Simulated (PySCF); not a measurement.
Al(H)2(NMe2) (C2H8AlN), SMILES C[N](C)[AlH2]. Atoms are numbered in the order given.

```xyz
12

Al     0.0000     0.0000     1.4723
H      0.0000     1.4105     2.2010
H      0.0000    -1.4105     2.2010
N      0.0000     0.0000    -0.3130
C      0.0000    -1.2014    -1.1108
C      0.0000     1.2014    -1.1108
H     -0.8896    -1.2593    -1.7691
H      0.8896    -1.2593    -1.7691
H      0.0000    -2.0983    -0.4723
H      0.8896     1.2593    -1.7691
H     -0.8896     1.2593    -1.7691
H      0.0000     2.0983    -0.4723
```
Charge 0, spin multiplicity 1.

The structure is a stationary point at PBE0-D3(BJ)/def2-SVP. The structure was generated by enumeration; whether it is a known compound was not checked.

Computed with PySCF with CAM-B3LYP/def2-TZVP.

Atomic charges (e):

```tsv
atom	meta-Löwdin	Löwdin	Mulliken
Al1	0.54	0.23	?
H2	-0.15	-0.12	?
H3	-0.15	-0.12	?
N4	-0.41	-0.02	-0.20
C5	-0.21	-0.33	-0.29
C6	-0.21	-0.33	-0.29
H7	0.09	0.11	?
H8	0.09	0.11	?
H9	0.11	0.12	?
H10	0.09	0.11	?
H11	0.09	0.11	?
H12	0.11	0.12	?
```

**Question.** Complete the blanks. (Estimate from the structure and the level; the computed values follow.)

**Answer.** 
- Al1, Mulliken: 0.31
- H2, Mulliken: -0.12
- H3, Mulliken: -0.12
- H7, Mulliken: 0.11
- H8, Mulliken: 0.11
- H9, Mulliken: 0.13
- H10, Mulliken: 0.11
- H11, Mulliken: 0.11
- H12, Mulliken: 0.13
